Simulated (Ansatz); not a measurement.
Program: Ansatz. Geometries: PBE0-D4/def2-TZVP. ΔE: electronic, gas phase. CCSD(T)/CBS is the MP2 limit (def2-TZVPP, def2-QZVPP) plus CCSD(T) − MP2 in def2-TZVPP, frozen cores. Functionals use def2-TZVPP. B3LYP here is the variant with VWN-RPA as its local correlation; programs differ in this. One conformer a species, not always the lowest.

Reaction (formal exchange of groups at a B–C bond): `CBC(C)=O` + `BSC` → `BBC(C)=O` + `CSC`

| level | ΔE (kJ/mol) | difference from CCSD(T)/CBS |
| --- | --- | --- |
| B3LYP-D4 | 156.3 | -4.9 |
| B2PLYP | 161.9 | 0.7 |
| PBE | 155.6 | -5.6 |
| PBE0 | 158.1 | -3.1 |
| HF/def2-TZVPP | 150.8 | -10.4 |
| MP2/def2-TZVPP | 170.6 | 9.4 |
| SCS-MP2/def2-TZVPP | 164.4 | 3.2 |
| HF/def2-QZVPP | 149.6 | -11.6 |
| HF/CBS(def2) | 149.5 | -11.7 |
| CCSD/CBS(def2) | 158.1 | -3.1 |
| CCSD(T)/CBS | 161.2 | 0 |

Largest T1 diagnostic among the species: 0.019.

In def2-TZVPP, CCSD(T) changes the Hartree–Fock value by +13.4 kJ/mol (the triples alone add +3.1 kJ/mol) and MP2 by +19.8 kJ/mol.
